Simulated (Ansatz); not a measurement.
Reaction: CH3ClOSi (chlorosilylformaldehyde, SMILES O=C[SiH2]Cl) → CH3OSi (SMILES O=C[SiH2], doublet) + Cl (doublet) (the Cl-Si bond breaks)
Each species at its own B3LYP-D3(BJ)/def2-TZVP minimum (Ansatz, a first-principles code), one conformer.

Quantity: bond dissociation energy (electronic), in kcal/mol. UHF or UKS for unpaired electrons; spin-orbit terms are left out. CBS(X,Y): correlation extrapolated as X^-3, Hartree-Fock from the larger set. A bracket is a step between two methods taken in the basis named. Functionals run without relativity, which enters their misses. Double hybrids freeze cores in their MP2 part. 'core' is core correlation in cc-pwCVTZ (1s frozen past Ne), 'X2C' scalar relativity in cc-pVTZ-DK, both at CCSD(T). The UHF reference of CH3OSi (O=C[SiH2], doublet) is spin-contaminated (<S^2> up to 0.11 over the pure value in the sets run).

CCSD(T)/CBS(cc-pV(T+d)Z,cc-pV(Q+d)Z) + [CCSDT(Q) - CCSD(T)]/cc-pV(D+d)Z + core + X2C (Ansatz) gives 110.3 kcal/mol.

### Question
What does PBE/def2-TZVPD (Ansatz) give here, and how do the other levels compare?

### Answer
PBE gives 104.0 kcal/mol, 6.3 kcal/mol below it. Differences of the others: B3LYP/def2-TZVPD (Ansatz) -8.7; wB97M-V/def2-TZVPD (Ansatz) 0.1; B2PLYP/def2-TZVPD (Ansatz) -5.0; CCSD(T)/CBS(cc-pV(T+d)Z,cc-pV(Q+d)Z) + core + X2C (Ansatz) 0.4 kcal/mol.
